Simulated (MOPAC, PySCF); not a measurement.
Stepwise substitution at one centre (B CH3-SH). Isolated molecules, 0 K electronic values unless said otherwise. One relaxed conformer stands for each flexible species; it need not be the lowest. Strings in code marks are SMILES.

Quantity: vertical ionisation energy (energy after one electron is removed minus that of the parent at the parent's geometry), in eV.

Level 1: ωB97X-D3(BJ)/def2-TZVP // B3LYP-D3(BJ)/def2-TZVP (PySCF)
Level 2: B3LYP/6-31G* // B3LYP-D3(BJ)/def2-TZVP (PySCF)
Level 3: minus the HOMO energy of AM1 // B3LYP-D3(BJ)/def2-TZVP (MOPAC)
Level 4: minus the HOMO energy of HF/6-31G* // B3LYP-D3(BJ)/def2-TZVP (PySCF)

```
species                                                 level 1  level 2  level 3  level 4
------------------------------------------------------  -------  -------  -------  -------
`CB(C)S` (C–B–S–H torsion 2°)                             10.23    10.05     9.80    10.46
`CB(S)S` (S–B–S–H torsion -180°, S–B–S–H torsion 180°)     9.69     9.29     9.29     9.98
`SB(S)S`                                                   9.88     9.45     9.49    10.28
```
